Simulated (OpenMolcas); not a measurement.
**Nb2+: effect of the basis set**

```json
{
  "Program": "OpenMolcas",
  "Method": "SS-CASPT2, IPEA 0.25 Eh, imaginary shift 0.1 Eh (closed shells correlated: 4s 4p)",
  "Active space": "3 electrons in 5 orbitals (4d)",
  "State averaging": "2S+1 = 4 even, 10 roots; 2S+1 = 2 even, 40 roots",
  "Spin-orbit coupling": "state interaction with AMFI integrals over the reference wave functions, term energies averaged over their components"
}
```

A. ANO-R1 [6s4p3d1f], X2C, finite nucleus; CASPT2 step of the order of 4 core-seconds
B. ANO-RCC-VDZP [6s5p3d1f], DKH2, point nucleus; CASPT2 step about 4 core-seconds
C. ANO-R2 [7s5p4d2f1g], X2C, finite nucleus; CASPT2 step of the order of 10 core-seconds
D. ANO-RCC-VTZP [7s6p4d2f1g], DKH2, point nucleus; CASPT2 step about 8 core-seconds
E. ANO-RCC-VQZP [8s7p5d3f2g1h], DKH2, point nucleus; CASPT2 step of the order of 40 core-seconds
F. ANO-R3 [8s6p6d3f2g1h], X2C, finite nucleus; CASPT2 step roughly 27 core-seconds

Energies in cm-1 above 4d3 4F 3/2, the measured ground level; measured values from the list in Shadmi, J. Res. Natl. Bur. Stand. 70A, 435 (1966).

| Level | A | B | C | D | E | F | Measured |
| --- | --- | --- | --- | --- | --- | --- | --- |
| 4d3 4F 3/2 | 0.0 | 0.0 | 0.0 | 0.0 | 0.0 | 0.0 | 0.0 |
| 4d3 4F 5/2 | 525 | 542 | 513 | 517 | 514 | 520 | 516 |
| 4d3 4F 7/2 | 1202 | 1238 | 1172 | 1182 | 1172 | 1186 | 1177 |
| 4d3 4F 9/2 | 1987 | 2040 | 1934 | 1949 | 1932 | 1953 | 1939 |
| 4d3 4P 1/2 | 9480 | 9430 | 9130 | 9100 | 9140 | 9180 | 8664 |
| 4d3 4P 3/2 | 9560 | 9500 | 9170 | 9150 | 9160 | 9190 | 8608 |
| 4d3 2G 7/2 | 10130 | 10130 | 9490 | 9500 | 9200 | 9190 | 9236 |
| 4d3 4P 5/2 | 10290 | 10260 | 9940 | 9920 | 9960 | 10010 | 9594 |
| 4d3 2G 9/2 | 10700 | 10710 | 10020 | 10040 | 9740 | 9730 | 9804 |
| 4d3 2D 3/2(1) [52 %] | 12720 | 12710 | 12090 | 12140 | 11900 | 11880 |  |
| 4d3 2P 1/2 | 13580 | 13520 | 12510 | 12610 | 12260 | 12290 |  |
| 4d3 2H 9/2 | 13980 | 14000 | 12980 | 13040 | 12670 | 12690 | 12916 |
| 4d3 2D 5/2(1) | 14160 | 14210 | 13690 | 13730 | 13530 | 13480 | 13094 |
| 4d3 2H 11/2 | 14320 | 14340 | 13290 | 13360 | 12980 | 13000 | 13264 |
| 4d3 2P 3/2 [52 %] | 14980 | 14990 | 14120 | 14190 | 13900 | 13910 |  |
| 4d3 2F 7/2 | 22160 | 22200 | 20910 | 20990 | 20670 | 20640 | 19861 |
| 4d3 2F 5/2 | 22400 | 22440 | 21150 | 21220 | 20900 | 20880 | 19975 |
| 4d3 2D 5/2(2) | 34260 | 34360 | 33150 | 33200 | 32820 | 32700 |  |
| 4d3 2D 3/2(2) | 34540 | 34650 | 33430 | 33480 | 33100 | 32980 |  |

Deviations, from unrounded energies. A percentage is the sum of absolute deviations over the sum of measured energies, with the sign that they share, or ± where signs differ.

```csv
Against measurement,Levels,A,B,C,D,E,F
mean absolute deviation (cm-1),13,940,950,370,390,320,320
fine structure of the ground term (%),3,+2.3,+5.3,-0.3,+0.5,-0.4,+0.8
other terms of the ground configuration (%),10,+9.7,+9.8,+3.8,+4.0,±3.4,±3.4
```

E, F lie about equally close to measurement and B furthest from it. The largest miss of E in the table is 4d3 2F 5/2, by +930 cm-1. The ranking rests on the paired levels alone, and a cruder setting can come out closer through cancelling errors.

The two smallest mean deviations differ by little beside CASPT2's spread within terms, so their order carries little weight.

Among A to F the level of the table that moves most is 4d3 2D 3/2(2), by 1700 cm-1 (lowest in F, highest in B). Moves below CASPT2's spread within the term are not significant.

CASPT2 does not keep the components of a term degenerate, so their means are used; among the terms shown or strongly mixed into the levels shown the widest spread is 1000 cm-1 (4d3 2H, B). Levels of configurations with an s electron are missing; early in the row they begin among the upper levels of the d shell and mix with terms of their name. The CASPT2 spread within a term exceeds the gap to the next term for 4d3 2D(1) and 4d3 2P, 4d3 2P and 4d3 2H, so the order of their levels is uncertain, and so are names and mixing where such terms share a J (figures for A; the like holds for B, C, D, E, F). Measured partners are found by configuration, term and J. A level has none where our copy of the source lacks it or the pairing is in doubt (some pairs that miss far off the trend of their configuration count as doubtful), and it then counts in no deviation. Only configurations of the active space appear.

A share in square brackets marks a mixed level and gives the weight of the term that names it, the lowest over the columns. A number in round brackets counts repeated terms of one configuration in the order of the reference energies.
